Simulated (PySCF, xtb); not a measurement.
O₃Se, SMILES O=[Se+2]([O-])[O-].

Harmonic wavenumbers (cm⁻¹) from GFN2-xTB in xtb at its own minimum, in rising order: 222, 348, 348, 876, 953, 953.

Q: What does PBE-D3(BJ)/def2-SVP (PySCF) give at its own minimum? (Estimate from the structure and the level; the computed values follow.)

A: 256, 329, 329, 864, 982, 982. Paired by order, the mean absolute difference is 24 cm⁻¹ and the zero-point energies are 5.3 and 5.4 kcal/mol.
